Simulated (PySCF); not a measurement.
# ORD: `N#C[C@@H]1[SiH2]NC[C@@H]1F`, C₄H₇FN₂Si

Geometry (Å), atoms numbered from 1 in this order:
```xyz
15

N     1.884   -2.399   -1.561
C     1.383   -1.662   -0.842
C     0.728   -0.772    0.056
Si   -1.180   -1.001    0.179
N    -1.329    0.632    0.674
C    -0.184    1.489    0.445
C     0.832    0.691   -0.369
F     0.490    0.799   -1.703
H     1.180   -0.880    1.045
H    -1.752   -1.374   -1.113
H    -1.528   -1.913    1.266
H    -2.181    1.112    0.905
H    -0.460    2.387   -0.118
H     0.264    1.799    1.398
H     1.846    1.101   -0.286
```

Method: PySCF, TDDFT CAM-B3LYP/def2-SVPD circular dichroism and optical rotation, one conformer, gas phase. Geometry: GFN2-xTB.

The molecule is flexible and this is one conformer; a measurement averages over conformers.

Stereocentres: C3 S, C7 S.

Problem. What is the specific rotation at 633, 589.3, 546, 436, 405, 365, 355 nm?

Solution. [α] in deg dm⁻¹ (g/mL)⁻¹:
```csv
λ (nm),origin-invariant length gauge,modified velocity gauge,length gauge (centre of mass),isotropic polarisability (au)
633,-23.7,-23.0,-23.7,81.3
589.3,-28.4,-27.6,-28.4,81.6
546,-34.6,-33.6,-34.6,81.9
436,-65.5,-63.8,-65.5,83.3
405,-82.6,-80.5,-82.7,84.0
365,-117.7,-114.8,-117.8,85.1
355,-130.2,-127.1,-130.3,85.4
```

Problem. And for the mirror image at 589.3 nm?

Solution. +28.4 deg dm⁻¹ (g/mL)⁻¹ (origin-invariant length gauge): the same size and the opposite sign.

Problem. What is the molar rotation [Φ] = [α]·M/100 of the geometry above at 589.3 nm?

Solution. With M = 130.20 g/mol, -37.0 deg cm² dmol⁻¹ (origin-invariant length gauge).

The first excitation lies at 5.97 eV (208 nm) with R = -1.3 × 10⁻⁴⁰ esu² cm² (velocity form).
